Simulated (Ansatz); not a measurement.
`[CH3][SnH]([F])[Cl]` + `O[SiH3]` → `[CH3][SnH]([Cl])[O][SiH3]` + H–F at 600 K and 1 bar (ligand exchange at the Sn–F bond).

Calculated with Ansatz (gas phase, PBE0-D4/def2-TZVP geometries, no zero-point term in ΔE). CCSD(T)/CBS is the MP2 limit (def2-TZVPP, def2-QZVPP) plus CCSD(T) − MP2 in def2-TZVPP, frozen cores. This one scheme is used for every species. def2 core potentials past Kr. For Sn outer-core shells are correlated without core-valence functions, which leaves a few kJ/mol of doubt a bond. Each species was taken in one conformer, which may not be the lowest.

```json
{"species": "`[CH3][SnH]([F])[Cl]`", "CCSD(T)/CBS energy (Eh)": "-814.13902", "H − E (kJ/mol)": "176.3", "S (J/(mol·K))": "436.6"}
{"species": "`O[SiH3]`", "CCSD(T)/CBS energy (Eh)": "-366.69042", "H − E (kJ/mol)": "135.7", "S (J/(mol·K))": "307.9"}
{"species": "`[CH3][SnH]([Cl])[O][SiH3]`", "CCSD(T)/CBS energy (Eh)": "-1080.43028", "H − E (kJ/mol)": "271.6", "S (J/(mol·K))": "551.1"}
{"species": "H–F", "CCSD(T)/CBS energy (Eh)": "-100.39570", "H − E (kJ/mol)": "42.3", "S (J/(mol·K))": "194.0"}
```

H − E and S are ideal-gas, rigid-rotor, harmonic terms from PBE0-D4/def2-TZVP, for one conformer and one mirror image of each species. 1 Eh = 2625.50 kJ/mol, R = 8.31446 J/(mol·K).

Task: By hand: ΔE, ΔH, ΔS and ΔG.

Result: ΔE = (-1080.43028) + (-100.39570) − (-814.13902) − (-366.69042) = 0.00346 Eh = 9.1 kJ/mol. Δ(H − E) = 271.6 + 42.3 − 176.3 − 135.7 = 1.9, so ΔH = 11.0 kJ/mol. ΔS = 551.1 + 194.0 − 436.6 − 307.9 = 0.6 J/(mol·K). ΔG = 11.0 − 600 × (0.6)/1000 = 10.6 kJ/mol.

Task: By hand: the equilibrium constant, and the temperature at which ΔG would vanish if ΔH and ΔS stayed fixed.

Result: log₁₀ K = −ΔG/(RT ln 10) = -0.9. ΔG = 0 at ΔH/ΔS = 18333 K, far beyond where these terms or the molecules hold.

The number of gas molecules stays the same, so ΔS is small and ΔH decides. A doubt of 5 kJ/mol in ΔE shifts log₁₀ K by 0.4 here. Other conformers and mirror images would add mixing entropy, several J/(mol·K) or more a flexible species. Modes under 60 cm⁻¹, often nearly free rotors, make the harmonic entropy too high. These are equilibria of isolated gas molecules and say nothing of rates. Largest T1 diagnostic: 0.012 (customary marks: 0.02 for closed shells, 0.045 for open ones).
